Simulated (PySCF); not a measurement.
# Ionisation energy of Fe²⁺ by level of theory

Fe²⁺ [Ar] 3d6 (5D) → Fe³⁺ [Ar] 3d5 (6S), as a difference of total energies. Computed with PySCF 2.14 in aug-cc-pVDZ-DK (7s6p4d2f, 59 functions), with the spin-free X2C one-electron Hamiltonian (Gaussian nucleus). Correlated levels: valence: [Ar] frozen. The calculations carry no spin-orbit coupling.

```tsv
method	ionisation energy (eV)
UHF	28.466
TPSS	31.438
M06-L	30.471
MP2 (valence)	29.855
SCS-MP2 (valence)	29.898
```

**Question.** How much does correlation contribute at MP2 (valence)?

**Answer.** 29.855 − (28.466) = 1.389 eV, measured against UHF.

The reference lies between the lowest fine-structure levels, while these numbers refer to the centres of the terms.

Errors of the correlated levels include the incompleteness of this basis and the frozen core.

For comparison: 30.651 ± 0.012 eV (measured; NIST Atomic Spectra Database, ionization energies).
